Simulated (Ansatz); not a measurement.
This geometry of F2H2O2Si (7 atoms, charge 0, multiplicity 1) is a first-order saddle point.

Level of theory: RKS PBE-D4/def2-SVP in Ansatz.

```xyz
7
Properties=species:S:1:pos:R:3
Si -0.512 0.046 0.526
O 1.016 -0.252 -0.538
O -1.309 -0.838 -0.500
H 0.176 -0.739 -1.046
F -0.593 1.663 0.595
F -0.100 -0.401 2.020
H 1.323 0.521 -1.057
```

Question: Which two structures does it join? (They come from a converged band through this point; their orientation in space is the band's.)

Answer: Bonds broken: O3–H4. Bonds formed: O2–H4.

Initial state:

```xyz
7
Properties=species:S:1:pos:R:3
Si -0.154 0.067 0.318
O 1.272 0.056 -0.513
O -1.196 -1.001 -0.367
H -1.078 -1.138 -1.323
F -0.750 1.577 0.354
F 0.023 -0.353 1.869
H 1.883 0.792 -0.337
```

Final state:

```xyz
7
Properties=species:S:1:pos:R:3
Si -0.619 0.009 0.553
O 0.966 -0.260 -0.565
O -1.642 -0.811 -0.264
H 0.491 -0.765 -1.272
F -0.476 1.634 0.529
F 0.023 -0.395 1.985
H 1.258 0.588 -0.966
```

Question: How far does it lie above each of them?

Answer: 2.02 eV above the first and 0.06 eV above the second. This is the barrier of this one path; another mechanism may lie lower. The orbitals stay closed-shell, which can raise the energy where a bond breaks towards radicals; this wasn't checked here.

The run took 39 s on 2 threads of AMD EPYC 9R45 96-Core Processor (Zen 5), with other jobs on the host, peak memory 0.19 GiB.
